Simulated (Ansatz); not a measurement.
Reaction (SMILES): C1=CCSC1 + 6 [H][H] (H2) -> 4 C (CH4) + S (H2S)
Geometries: B3LYP-D3(BJ)/def2-TZVP minima from Ansatz (a first-principles code), one conformer each, not searched for the lowest.

Property: energy of full hydrogenation (electronic energy difference), in kcal/mol. Valence correlation only, unless marked. No spin-orbit coupling. Non-relativistic. CBS marks a two-point X^-3 extrapolation of the correlation energy; Hartree-Fock from the larger set. [CCSD(T)-MP2]/basis is that difference in the basis named.

```csv
level,program,energy of full hydrogenation (kcal/mol),minus last row
BHLYP-D4/def2-TZVPD,Ansatz + dftd4,-130.0,-10.4
B2GP-PLYP-D3(BJ)/def2-TZVPD,Ansatz + dftd3,-119.9,-0.3
RPA@PBE/cc-pV(Q+d)Z,Ansatz,-117.4,2.2
MP2/6-31G*,Ansatz,-104.6,15.0
MP2/cc-pV(D+d)Z,Ansatz,-120.4,-0.8
"RI-MP2/CBS(cc-pV(T+d)Z,cc-pV(Q+d)Z)+[CCSD(T)-MP2]/cc-pV(D+d)Z",Ansatz,-119.9,-0.3
"RI-MP2/CBS(aug-cc-pV(T+d)Z,aug-cc-pV(Q+d)Z)+[CCSD(T)-MP2]/aug-cc-pV(T+d)Z",Ansatz,-119.6,0.0
```
